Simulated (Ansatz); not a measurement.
Cartesian coordinates in Å:
```
C -0.562 2.797 -1.445
C -0.635 1.729 -0.883
B -0.726 0.386 -0.191
C 0.538 -0.318 0.385
C 0.415 -1.802 0.703
H -0.501 3.738 -1.941
H -1.815 -0.098 -0.056
H 0.731 0.249 1.314
H 1.418 -0.107 -0.232
H -0.438 -1.996 1.358
H 1.310 -2.189 1.196
H 0.263 -2.388 -0.207
```

The species carries charge 0 and has multiplicity 1.

Question: List the PBE/def2-TZVPP orbital energies in eV (the Gaussian-basis code of Ansatz). (Estimate.)

Answer: Ansatz gave: Occupied: -269.26, -268.77, -268.63, -268.59, -177.15, -18.85, -18.51, -15.45, -13.80, -12.26, -10.88, -10.52, -9.38, -8.59, -8.25, -7.88, -7.39, -6.60. Lowest empty: -2.80, -0.14, 0.54, 1.10, 1.30, 1.40, 1.64, 1.84.
